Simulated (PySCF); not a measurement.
Rows and methods have been separated. Pair them.

C2H7FSi2.
SMILES: `[SiH3][Si@H](C=C)F`

The closed-shell ground state was solved 3 times with PySCF (density fitting, gas phase), always with PBE0, in these basis sets: IGLO-III, cc-pVDZ and pcSseg-0. The structure is a single PBE0-D3(BJ)/def2-SVP conformer in the gas phase; no vibrational or solvent corrections.

| row | total energy (Eh) | HOMO (eV) | LUMO (eV) | dipole (D) |
| --- | --- | --- | --- | --- |
| P | -758.9375 | -8.15 | -1.11 | 1.91 |
| Q | -757.7292 | -8.41 | -1.01 | 2.27 |
| R | -758.8344 | -8.05 | -0.87 | 1.92 |

Task: Which basis belongs to which row?

Result: P = IGLO-III, Q = pcSseg-0, R = cc-pVDZ. From the lowest total energy up: IGLO-III (263 functions) 0 eV; cc-pVDZ (113 functions) +2.80 eV; pcSseg-0 (67 functions) +32.88 eV.

Shape of the structure used: `[CH2:1]=[CH:2][Si@H:3]([F:4])[SiH3:5]`: C1–C2–Si3–F4 122°.
